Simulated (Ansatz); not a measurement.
Molecule: sum formula SiICl$_{2}$ (charge 0, doublet). It need not be the lowest isomer of its formula. 
Coordinates optimised at B3LYP-D3(BJ)/def2-TZVP (Ansatz, an electronic-structure program):
```
Si
Cl 1 2.0631
Cl 1 2.0631 2 108.36
I 1 2.4657 2 110.40 3 121.01
```
Charge 0, spin multiplicity 2.

Wanted: atomisation energy (electronic, to ground-state atoms), in kJ/mol. Valence correlation only, unless marked. UHF or UKS for open shells. Spin-orbit coupling is left out. Frozen are the shells of the preceding noble gas and the d and f shells that filled before the atom's block. Past Kr the def2 sets carry scalar-relativistic core potentials. STO-3G rows are all-electron and non-relativistic. The coupled-cluster limit lacks core correlation, which all-electron functionals hold. CBS(X,Y): correlation extrapolated as X^-3; Hartree-Fock from the larger set. The bracket is a focal-point correction in the basis named.

```csv
level,program,atomisation energy (kJ/mol),minus last row
HF/def2-QZVPP,Ansatz,731.5,-304.8
PBE/def2-TZVPD,Ansatz,1064.2,27.9
PBE-D3(BJ)/def2-TZVPD,Ansatz + dftd3,1081.6,45.3
PBE0/STO-3G,Ansatz,1235.9,199.6
PBE0/def2-SVP,Ansatz,1014.8,-21.5
PBE0-D3(BJ)/def2-TZVPD,Ansatz + dftd3,1058.4,22.1
PBE0-D4/def2-TZVP,Ansatz + dftd4,1057.9,21.6
HSE06-D4/def2-TZVPD,Ansatz + dftd4,1060.0,23.7
CAM-B3LYP/def2-TZVPD,Ansatz,987.4,-48.9
LC-wPBE/def2-TZVPD,Ansatz,1007.8,-28.5
B2PLYP-D3(BJ)/def2-TZVPD,Ansatz + dftd3,1020.9,-15.4
B2PLYP/def2-TZVPD,Ansatz,1000.8,-35.5
MP2/def2-SVP,Ansatz,938.2,-98.1
"RI-MP2/CBS(def2-TZVPP,def2-QZVPP)",Ansatz,1093.1,56.8
SCS-MP2/def2-SVPD,Ansatz,920.8,-115.5
SCS-MP2/def2-TZVPPD,Ansatz,996.7,-39.6
SCS-MP2/def2-QZVPPD,Ansatz,1027.1,-9.2
CCSD(T)/def2-SVPD,Ansatz,904.2,-132.1
CCSD(T)/def2-QZVPP,Ansatz,1012.4,-23.9
"RI-MP2/CBS(def2-TZVPP,def2-QZVPP)+[CCSD(T)-MP2]/def2-SVP",Ansatz,1044.1,7.8
"CCSD(T)/CBS(def2-TZVPPD,def2-QZVPPD)",Ansatz,1036.3,0.0
```
